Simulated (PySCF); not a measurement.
Isomers of C2H2OSi. All species are isolated molecules in the gas phase. Strings in code marks are SMILES.

The S1 excitation (TDA) from two functionals at the same geometries (PBE0-D3(BJ)/def2-TZVP), both in PySCF: PBE-D3(BJ)/def2-TZVP and ωB97X-D3(BJ)/def2-TZVP. Excitations are Tamm–Dancoff values on a coarser integration grid. The basis has no diffuse functions, so Rydberg states are missing or too high.

```tsv
species	PBE-D3(BJ)/def2-TZVP (eV)	ωB97X-D3(BJ)/def2-TZVP (eV)
`c1[si](c1)=O`	4.20	5.19
`[SiH](C#C)=O`	3.58	4.51
`C(=C=[SiH2])=O`	2.27	2.59
```

Over these rows, drawn at random from the members with no instability flagged (it was tested for open shells, ions and some series alone), PBE minus ωB97X-D3(BJ): mean -0.75 eV, from -0.99 eV to -0.33 eV.
